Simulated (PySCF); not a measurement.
## AlSb under electron impact: the energy ladder

CCSD(T) in PySCF with def2-SVPD on every atom (core potentials on Sb), for the lowest determinant that a PBE0 search found; no spin–orbit coupling.

| species | state (unpaired electrons) | Re (Å) | ωe (cm⁻¹) | energy of the minimum from the neutral (eV) | De (eV) | dissociates to |
| --- | --- | --- | --- | --- | --- | --- |
| AlSb | triplet (π ↑↑) | 2.770 | 251 | 0.00 | 1.47 | Al + Sb |
| AlSb⁺ | quartet (σ ↑, π ↑↑) | 2.959 | 136 | 6.78 | 0.53 | Al⁺ + Sb |

Work out the lowest energy to break AlSb into atoms, from its vibrational ground state.

D0 = De − ωe/2 = 1.47 − 0.02 = 1.45 eV (CCSD(T)/def2-SVPD).

Work out the ionisation energy of the Al atom at this level and the threshold of dissociative ionisation.

IE(Al) = 6.78 + 0.53 − 1.47 = 5.84 eV, so Al⁺ + Sb + e⁻ appears at D0 + IE(Al) = 7.29 eV (CCSD(T)/def2-SVPD). The measured IE(Al) is 5.986 eV (NIST ASD).

These are thermodynamic thresholds; the onsets seen under electron impact lie higher where the geometry changes, and cross-sections peak well above them.

Correlated steps freeze 9 core orbitals. Correlated levels converge slowly with the basis: in double zeta they bind strong bonds too weakly, by up to about 1 eV, and carry superposition errors of some tenths. These are scalar-relativistic numbers at best; spin–orbit coupling would shift them, the dissociation energy most. For an ion De counts to the pair picked by the measured ionisation energies or electron affinities, which need not be the lowest pair at this level. States were picked by a PBE0 search and need not be the measured ground states.
